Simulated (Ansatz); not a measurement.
Calculated with Ansatz (gas phase, PBE0-D4/def2-TZVP geometries, no zero-point term in ΔE). CBS: MP2 limit from def2 TZ/QZ plus the TZ coupled-cluster correction, frozen cores. This one scheme is used for every species. Functionals use def2-TZVPP. B3LYP here is the variant with VWN-RPA as its local correlation; programs differ in this. Elements past krypton have def2 core potentials. For Sn outer-core shells are correlated without core-valence functions, which leaves a few kJ/mol of doubt a bond. One conformer a species, not always the lowest.

Consider the ligand exchange at the Sn–F bond: `[F][SnH3]` + `FCS` → `FC[S][SnH3]` + H–F.

```tsv
level	ΔE (kJ/mol)	difference from CCSD(T)/CBS
PBE-D4	-4.7	4.6
r2SCAN-D4	1.8	11.1
PBE0-D4	-9.1	0.2
B3LYP-D4	1.4	10.7
ωB97X-V	5.4	14.7
ωB97M-V	0.4	9.7
B2PLYP	4.6	13.9
PBE	1.9	11.2
r2SCAN	3.4	12.7
PBE0	-3.2	6.1
B3LYP	12.1	21.4
HF/def2-TZVPP	15.2	24.5
MP2/def2-TZVPP	-14.7	-5.4
SCS-MP2/def2-TZVPP	-3.7	5.6
CCSD/def2-TZVPP	-4.1	5.2
CCSD(T)/def2-TZVPP	-7.3	2.0
HF/def2-QZVPP	18.3	27.6
MP2/def2-QZVPP	-14.8	-5.5
SCS-MP2/def2-QZVPP	-4.0	5.3
HF/CBS(def2)	18.7	28.0
MP2/CBS(def2)	-16.7	-7.4
CCSD/CBS(def2)	-6.2	3.1
CCSD(T)/CBS	-9.3	0
```

Largest T1 diagnostic among the species: 0.014.

From PBE to PBE0 (25 % exact exchange), in def2-TZVPP and without D4, ΔE moves by −5.1 kJ/mol. The D4 term adds −10.8 kJ/mol with B3LYP and −5.9 kJ/mol with PBE0; it sums over pairs of atoms, weighted by their polarisabilities, and B3LYP, whose exchange is more repulsive, gets the larger term.
